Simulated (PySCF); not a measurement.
Ligands exchanged one at a time, Sn H-F. All species are isolated molecules in the gas phase. Strings in code marks are SMILES.

Quantity: redistribution energy (mixed species minus the weighted end members), in kJ/mol.

Case: 1 of 4 H replaced by F: `[F][SnH3]`. The other species in the difference include `[SnH4]` (neutral, multiplicity 1). Geometry of `[SnH3][F]` (neutral, multiplicity 1, Å):

```xyz
5

F      1.7808    -0.2523    -0.0763
Sn    -0.1242     0.0176     0.0053
H     -0.3291     1.7002    -0.1320
H     -0.7422    -0.8579    -1.3151
H     -0.5853    -0.6076     1.5181
```

Q: Predict the redistribution energy (mixed species minus the weighted end members) from PBE0-D4/def2-TZVP (PySCF).

A: -7.07 kJ/mol.
